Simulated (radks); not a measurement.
Problem. All-electron atom: Os II in [Xe] 4f14 5d5 6s1 6p1 (not the ground configuration). Calculated with a radial shooting solver on a logarithmic mesh with Libxc functionals: Dirac Kohn-Sham, BLYP, spin-unpolarised, spherical densities, point nucleus; open shells are shared between the two j in proportion to 2j + 1. Some entries of the table are withheld. Estimate them.

orbital      occ.  eigenvalue (Ry)  r(max) (bohr)  <1/r> (bohr^-1)
1s1/2           2        -5423.464        0.01102            90.53
2s1/2           2        -944.6178        0.06358            22.11
2p1/2           2        -904.3460        0.04709            22.06
2p3/2           4        -791.7543        0.05415            18.31
3s1/2           2        -220.4991         0.1790            8.115
3p1/2           2              (1)         0.1674            8.028
3p3/2           4              (2)         0.1818            7.055
3d3/2           4        -147.8658         0.1421            6.951
3d5/2           6        -142.5480         0.1460            6.725
4s1/2           2        -47.24066         0.4052            3.419
4p1/2           2              (3)         0.4043            3.309
4p3/2           4              (4)         0.4344            2.970
4d3/2           4        -21.56185         0.4294            2.760
4d5/2           6        -20.49345         0.4388            2.680
5s1/2           2         -7.62829         0.9135            1.353
5p1/2           2         -5.29443         0.9728            1.226
4f5/2           6         -4.84285         0.4030            2.258
4f7/2           8         -4.63652         0.4078            2.226
5p3/2           4         -4.38294          1.054            1.106
5d3/2           2         -1.33233          1.312           0.7916
5d5/2           3         -1.24513          1.351           0.7635
6s1/2           1         -1.10781          2.333           0.4765
6p1/2    0.333333         -0.67854          2.808              (5)
6p3/2    0.666667         -0.59690          3.084              (6)

Solution. 
(1) 3p1/2 eigenvalue (Ry): -202.5098
(2) 3p3/2 eigenvalue (Ry): -177.9576
(3) 4p1/2 eigenvalue (Ry): -39.69719
(4) 4p3/2 eigenvalue (Ry): -33.92703
(5) 6p1/2 <1/r> (bohr^-1): 0.3824
(6) 6p3/2 <1/r> (bohr^-1): 0.3475
